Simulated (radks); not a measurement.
Values are calculated unless marked as measured or tabulated.
Xe V, 50 electrons, occupied as [Kr] 4d10 5s2 5p2.

Level of theory: scalar-relativistic Kohn-Sham, PBE, spin-polarised, spherical densities, finite nucleus; open shells are filled with parallel spins first (spin-orbit coupling, left out, can overturn this in heavy ions); Fermi nuclear charge, rms radius 4.7859 fm (a radial shooting solver on a logarithmic mesh with Libxc functionals).

Energy parts (eV):
| part | energy |
|---|---|
| total | -202536.974 |
| kinetic | 212982.098 |
| electron-nucleus | -487866.564 |
| Hartree | 77385.002 |
| exchange-correlation | -5037.509 |

Orbitals (lengths in bohr, moments of r in powers of bohr; r(90%) holds 90 % of the orbital's charge):
orbital  occ.  eigenvalue (eV)  r(90%)
1s up       1        -34418.58  0.0480
1s down     1        -34418.47  0.0480
2s up       1        -5396.859   0.177
2s down     1        -5396.812   0.177
2p up       3        -4847.690   0.163
2p down     3        -4847.603   0.163
3s up       1        -1141.566   0.450
3s down     1        -1141.477   0.450
3p up       3        -964.1693   0.456
3p down     3        -964.0664   0.456
3d up       5        -701.0684   0.441
3d down     5        -700.9702   0.440
4s up       1        -244.3980    1.03
4s down     1        -244.1768    1.03
4p up       3        -188.1609    1.11
4p down     3        -187.9235    1.11
4d up       5        -106.0893    1.32
4d down     5        -105.7196    1.31
5s up       1         -62.6520    2.43
5s down     1         -60.5653    2.44
5p up       2         -48.7505    2.77
5p down     0         -46.5704    2.79

The highest occupied level is 5p up at -48.751 eV. Summed over all electrons, <r^2> = 30.73 bohr^2, which gives a Langevin (diamagnetic) susceptibility term of -24.3 x 10^-6 cm^3/mol. Spin moment in Bohr magnetons: 2. For comparison, the ionisation energy in NIST's Atomic Spectra Database is 54.1 eV (semi-empirical). In exact Kohn-Sham theory the highest level is minus the ionisation energy, but local and semilocal functionals leave it too shallow, through self-interaction and a potential that decays too fast; potentials with the right tail come closer.
